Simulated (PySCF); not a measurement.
## UHF on Os²⁺ (osmium, charge +2)

Configuration: [Xe] 4f14 5d5 6p1, high-spin 7P determinant (an excited configuration). Computed with PySCF 2.14 in x2c-TZVPPall, with the spin-free X2C one-electron Hamiltonian (Gaussian nucleus).

```
Total energy                                                  : -17248.936367 hartree
One-electron energy                                           : -23604.2777 hartree
Hartree (Coulomb) energy                                      : 6694.3962 hartree
Exchange energy                                               : -339.0549 hartree
⟨S²⟩                                                          : 12.0042
⟨L²⟩                                                          : 2.021
Sum of ⟨r⟩                                                    : 40.47 bohr
Sum of ⟨r²⟩                                                   : 49.18 bohr²
Traceless quadrupole moment −½Σ⟨3z² − r²⟩ along its main axis : -4.94 e·bohr²
Langevin diamagnetic susceptibility                           : -39.0 ×10⁻⁶ cm³/mol
```

| shell | electrons | mean orbital energy (eV) | spread (eV) | rms radius, mean of both spins (bohr) |
| --- | --- | --- | --- | --- |
| 1s β | 1 | -74292.0 | 0 | 0.0201 |
| 1s α | 1 | -74291.9 | 0 | 0.0201 |
| 2s α | 1 | -13101.8 | 0 | 0.0809 |
| 2s β | 1 | -13101.2 | 0 | 0.0809 |
| 2p α | 3 | -11448.8 | 0.022 | 0.0739 |
| 2p β | 3 | -11448.2 | 0.032 | 0.0739 |
| 3s α | 1 | -3131.1 | 0 | 0.207 |
| 3s β | 1 | -3130.9 | 0 | 0.207 |
| 3p α | 3 | -2635.3 | 0.008 | 0.209 |
| 3p β | 3 | -2635.1 | 0.063 | 0.209 |
| 3d α | 5 | -2059.8 | 0.041 | 0.191 |
| 3d β | 5 | -2059.2 | 0.054 | 0.191 |
| 4s α | 1 | -712.86 | 0 | 0.459 |
| 4s β | 1 | -712.11 | 0 | 0.459 |
| 4p α | 3 | -546.75 | 0.015 | 0.488 |
| 4p β | 3 | -545.95 | 0.146 | 0.488 |
| 4d α | 5 | -332.58 | 0.113 | 0.526 |
| 4d β | 5 | -331.40 | 0.147 | 0.526 |
| 5s α | 1 | -133.01 | 0 | 1.08 |
| 5s β | 1 | -126.42 | 0 | 1.08 |
| 4f α | 7 | -93.780 | 0.139 | 0.610 |
| 4f β | 7 | -92.935 | 0.174 | 0.610 |
| 5p α | 3 | -88.752 | 0.062 | 1.24 |
| 5p β | 3 | -79.077 | 0.478 | 1.24 |
| 5d α | 5 | -34.469 | 0.303 | 1.74 |
| 6p α | 1 | -18.290 | 0 | 3.45 |

Spin-orbit coupling, absent here, splits the open shell strongly.

Densities and radii are taken from the X2C orbitals without a picture-change correction, which distorts them close to the nucleus.

Spin-orbit constants ζ (cm⁻¹) from the X2C one-electron operator on these orbitals: bare nucleus, nucleus screened by l(l+1)(2l+1)/3 electrons, and screened by the Breit-Pauli mean field of the electrons.

```json
{"shell": "2p", "bare": "7687000", "screened nucleus": "7485000", "mean field": "n/a"}
{"shell": "3p", "bare": "1693000", "screened nucleus": "1649000", "mean field": "n/a"}
{"shell": "3d", "bare": "264000", "screened nucleus": "229200", "mean field": "n/a"}
{"shell": "4p", "bare": "393500", "screened nucleus": "383100", "mean field": "n/a"}
{"shell": "4d", "bare": "53600", "screened nucleus": "46550", "mean field": "n/a"}
{"shell": "4f", "bare": "9958", "screened nucleus": "6289", "mean field": "n/a"}
{"shell": "5p", "bare": "57300", "screened nucleus": "55790", "mean field": "n/a"}
{"shell": "5d", "bare": "4601", "screened nucleus": "3996", "mean field": "n/a"}
{"shell": "6p", "bare": "6531", "screened nucleus": "6360", "mean field": "n/a"}
```

To first order the Landé constant is A = 1060 cm⁻¹, so the lowest level has J = 2 and lies 0.526 eV below the centre of the term. This holds in LS coupling only.
